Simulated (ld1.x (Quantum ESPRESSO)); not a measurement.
platinum (Pt): one change to a TM potential, before and after

platinum, norm-conserving Troullier–Martins (Kleinman–Bylander form), made with ld1.x (Quantum ESPRESSO) 7.5 (PBE, scalar-relativistic). Core [Xe] 4f14, reference 5d9 6s0.5 6p0.5. Waves: 6s (bound): rc 2.15 bohr; 6p (bound): rc 3.55 bohr; 5d (bound): rc 1.95 bohr. Local part: all-electron potential smoothed inside 3.25 bohr (lloc = -1). Core correction: a·sin(br)/r model core, default radius (core density twice the valence density).

Change: wave 6s (bound): rc 2.15 bohr becomes 6s (bound): rc 1.68 bohr.

Cutoffs: the cutoffs (Ry, on a coarse ladder) from which the occupation-weighted sum of valence levels, in a spherical-Bessel basis at the reference potential, stays within 10 and 1 mRy of its value at 400 Ry; they do not see the model core or the augmentation charge, which bear on the density cutoff. Errors are all-electron minus pseudo energies relative to the spin-unpolarised reference configuration.

Question: How do hardness, ghosts and transferability respond?

Answer: The potential gets harder (40 Ry and 50 Ry → 40 Ry and 70 Ry); of the 7 tests that both files solve, the error grows in 1 and shrinks in 3 by more than 15 % and 0.3 meV (median size 11.3 → 8.0 meV); the range in which the s phases agree narrows (upper end 3.5 → 0.9); neither file shows a bound ghost. A smaller radius makes the pseudo-wave follow the all-electron one further in, where it bends more sharply, so more plane waves are needed.

| quantity | base | changed |
| --- | --- | --- |
| cutoff, loose | 40 Ry | 40 Ry |
| cutoff, tight | 50 Ry | 70 Ry |
| loose cutoff by channel (10 mRy a level) | s 8 Ry, p 6 Ry, d 35 Ry | s 25 Ry, p 6 Ry, d 35 Ry |
| bound ghosts | none | none |
| error for 5d9 6s1 6p0, meV [ΔE -2.46 eV] | +0.1 | +0.9 |
| error for 5d9 6s0 6p0, meV [ΔE 6.73 eV] | -11 | -8.0 |
| error for 5d8 6s0 6p0, meV [ΔE 26.70 eV] | -87 | -93 |
| error for 5d9 6s0 6p1, meV [ΔE 2.59 eV] | -1.5 | -0.8 |
| error for 5d6 6s0 6p0, meV [ΔE 104.57 eV] | -1113 | -1156 |
| error for 5d8 6s1 6p0, meV [ΔE 8.71 eV] | -62 | -42 |
| error for 5d9 6s0.5 6p0, meV [ΔE 1.23 eV] | -1.5 | -1.5 |
| s: phases at 3.86 bohr within 0.05 rad from the reference energy up to (Ry; the scan ends near 5) | 3.5 | 0.9 |
| p: phases at 3.86 bohr within 0.05 rad from the reference energy up to (Ry; the scan ends near 5) | 1.3 | 1.3 |
| d: phases at 3.86 bohr within 0.05 rad from the reference energy up to (Ry; the scan ends near 5) | 0.5 | 0.5 |
